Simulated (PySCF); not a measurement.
**Dipole response of Cu²⁺ (copper, charge +2)**

[Ar] 3d9, 2D determinant. Computed with PySCF 2.14 in aug-cc-pwCVTZ-DK, with scalar relativity by spin-free X2C-1e. Coupled (time-dependent) response in atomic units; α is the mean over directions.

```csv
method,mean α (bohr³),"α xx, yy, zz",C₆ (like pair),S(−4)
PBE0,2.885,"2.771, 2.771, 3.113",7.880,4.221
```

S(−4) is the Cauchy moment in α(ω) = α(0) + S(−4) ω² + …

α(iu) at PBE0:

```
u (hartree)  α(iu) (bohr³)
          0          2.885
     0.0500          2.874
      0.100          2.844
      0.200          2.732
      0.300          2.578
      0.500          2.242
      0.750          1.884
       1.00          1.610
       1.50          1.225
       2.00         0.9630
       3.00         0.6392
       5.00         0.3429
```

A single London oscillator, α(iu) = α/(1 + u²/ω²), gives C₆ = (3/4) ω α². Matching the computed C₆ needs ω = 4 × 7.880 / (3 × 2.885²) = 1.26 hartree.

For an ion, C₆ is the dispersion term alone; charge-induced terms of lower order in 1/R come first.

The components differ because the open shell of this determinant is not spherical; for a pure term their mean is the scalar polarisability.
